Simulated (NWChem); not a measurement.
System: TeClF; SMILES F[Te]Cl

Here is an NWChem input.

```
start job
memory heap 200 mb stack 900 mb global 1100 mb
geometry units angstroms noautoz
  Te    -0.276197     0.428979     0.000000
  F      1.555932     1.048929     0.000000
  Cl     0.145014    -1.882993     0.000000
end
basis spherical
  * library def2-svp
end
ecp
  Te library def2-ecp
end
dft
  xc scan
  grid xcoarse
  iterations 150
  mulliken
end
task dft gradient
```

Output (shortened):

```
             Northwest Computational Chemistry Package (NWChem) 7.3.0
             --------------------------------------------------------

 CS  symmetry detected

                             Geometry "geometry" -> ""
                             -------------------------

 Output coordinates in angstroms (scale by  1.889725989 to convert to a.u.)

  No.       Tag          Charge          X              Y              Z
 ---- ---------------- ---------- -------------- -------------- --------------
    1 Te                  52.0000    -0.32639227     0.41513067     0.00000000
    2 F                    9.0000     1.46909234     1.13434530     0.00000000
    3 Cl                  17.0000     0.22062159    -1.87034720     0.00000000

 Effective nuclear repulsion energy (a.u.)     351.9832979649

      Symmetry information
      --------------------

 Group name             Cs
 Group number              2
 Group order               2
 No. of unique centers     3

                                 NWChem DFT Module
                                 -----------------

 Summary of "ao basis" -> "ao basis" (spherical)
 ------------------------------------------------------------------------------
       Tag                 Description            Shells   Functions and Types
 ---------------- ------------------------------  ------  ---------------------
 Te                         def2-svp                10       26   4s4p2d
 F                          def2-svp                 6       14   3s2p1d
 Cl                         def2-svp                 8       18   4s3p1d

      Symmetry analysis of basis
      --------------------------

        a'         41
        a"         17

            General Information
            -------------------
          SCF calculation type: DFT
          Wavefunction type:  closed shell.
          No. of atoms     :     3
          No. of electrons :    50
           Alpha electrons :    25
            Beta electrons :    25
          Charge           :     0
          Spin multiplicity:     1
          Use of symmetry is: on ; symmetry adaption is: on
          Maximum number of iterations: 150
          AO basis - number of functions:    58
                     number of shells:    24
          Convergence on energy requested:  1.00D-06
          Convergence on density requested:  1.00D-05
          Convergence on gradient requested:  5.00D-04

              XC Information
              --------------
                         SCAN Method XC Functional
                  SCAN metaGGA Exchange Functional  1.000
                        SCAN Correlation Potential  1.000

             Grid Information
             ----------------
          Grid used for XC integration:  xcoarse
          Radial quadrature: Mura-Knowles
          Angular quadrature: Lebedev.
          Tag              B.-S. Rad. Rad. Pts. Rad. Cut. Ang. Pts.
          ---              ---------- --------- --------- ---------
          Te                  1.40       84           7.0       194
          F                   0.50       21           8.0       194
          Cl                  1.00       42           8.0       194
          Grid pruning is: on
          Number of quadrature shells:   147
          Spatial weights used:  Erf1

      Superposition of Atomic Density Guess
      -------------------------------------

 Sum of atomic energies:        -869.83974897

      Non-variational initial energy
      ------------------------------

 Total energy =    -825.626642
 1-e energy   =   -1591.977122
 2-e energy   =     590.497915
 HOMO         =      -0.205828
 LUMO         =      -0.069881

      Symmetry analysis of molecular orbitals - initial
      -------------------------------------------------

  Numbering of irreducible representations:

     1 a'          2 a"

  Orbital symmetries:

     1 a'          2 a'          3 a'          4 a'          5 a'
     6 a"          7 a'          8 a'          9 a'         10 a"
    11 a'         12 a'         13 a'         14 a"         15 a"
    16 a'         17 a'         18 a'         19 a'         20 a"
    21 a'         22 a'         23 a"         24 a'         25 a"
    26 a'         27 a'         28 a'         29 a'         30 a"
    31 a'         32 a"         33 a'         34 a"         35 a'

     ---------------------------------------------
      Total Density - Mulliken Population Analysis
     ---------------------------------------------

    Atom       Charge   Shell Charges
 -----------   ------   -------------------------------------------------------
    1 Te  24    22.97   1.77  0.27  1.23  0.64  2.91  3.11  1.50  1.44  9.85  0.25
    2 F    9     9.65   1.99  1.14  0.81  3.49  2.21  0.00
    3 Cl  17    17.38   2.00  1.99  1.23  0.73  5.94  2.10  3.37  0.01

[...]

                         DFT ENERGY GRADIENTS

    atom               coordinates                        gradient
                 x          y          z           x          y          z
   1 Te     -0.616792   0.784483   0.000000    0.010681   0.001754   0.000000
   2 F       2.776182   2.143602   0.000000   -0.010218  -0.004338   0.000000
   3 Cl      0.416914  -3.534444   0.000000   -0.000463   0.002583   0.000000
```

Level: SCAN/def2-SVP with def2 effective core potentials on Te. Geometry: optimised at PBE0/def2-SVP. def2 effective core potentials on Te; no spin-orbit coupling.
